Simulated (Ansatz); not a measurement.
`C[SiH](O)[Si](O)(O)O`, charge 0, multiplicity 1.

Task: Give a relaxed structure at PBE0-D4/def2-TZVP (Ansatz 0.2.0). (An estimate is asked.)

Result: The calculation gave: 
Z-matrix (Å, degrees):
```
C
Si 1 1.861
H 1 1.092 2 110.9
H 1 1.093 2 110.4 3 120.2
H 1 1.093 2 110.5 3 -120.3
O 2 1.656 1 108.8 3 -64.4
Si 2 2.349 1 113.9 3 54.8
H 2 1.498 1 108.4 3 175.7
H 6 0.960 2 114.5 1 143.9
O 7 1.646 2 101.1 1 -142.2
O 7 1.642 2 116.4 1 -26.0
O 7 1.649 2 114.4 1 95.2
H 10 0.960 7 118.0 2 166.9
H 11 0.959 7 116.2 2 103.4
H 12 0.958 7 117.3 2 44.2
```
This is one stationary point; other conformers may exist.
